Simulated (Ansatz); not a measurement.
One change: `[AlH2][SiH2][SiH]1C[SiH2]1` becomes `O[SiH]1C[SiH2]1`.

Ansatz, PBE0-D4/def2-TZVP geometries, multiplicity 1. Each molecule was computed in one conformer, which needn't be the lowest.

```tsv
property	`[AlH2][SiH2][SiH]1C[SiH2]1`
HOMO energy (B3LYP/def2-TZVPP) / eV	-6.75
LUMO energy (ωB97M-V/def2-TZVPP) / eV	0.29
HOMO–LUMO gap (B3LYP/def2-TZVPP) / eV	5.21
size of the dipole moment (PBE/def2-TZVPP) / D	1.76
size of the dipole moment (ωB97M-V/def2-TZVPP) / D	1.76
HOMO–LUMO gap (PBE0/def2-TZVPP) / eV	5.52
```

Question: What does the change do to each property? (Estimate.)

Answer: Computed: 
```tsv
property	`O[SiH]1C[SiH2]1`	shift
HOMO energy (B3LYP/def2-TZVPP) / eV	-6.00	0.75
LUMO energy (ωB97M-V/def2-TZVPP) / eV	0.91	0.62
HOMO–LUMO gap (B3LYP/def2-TZVPP) / eV	4.85	-0.36
size of the dipole moment (PBE/def2-TZVPP) / D	2.26	0.50
size of the dipole moment (ωB97M-V/def2-TZVPP) / D	2.31	0.55
HOMO–LUMO gap (PBE0/def2-TZVPP) / eV	5.21	-0.31
```

With PBE0 the HOMO rises by 0.74 eV and the LUMO rises by 0.43 eV, so the gap narrows by about 0.31 eV. PBE moves the HOMO by 0.73 eV and ωB97M-V by 0.69 eV. Dipoles are sizes alone; their direction can turn.

B3LYP here is the variant with VWN-RPA as its local correlation; programs differ in this.
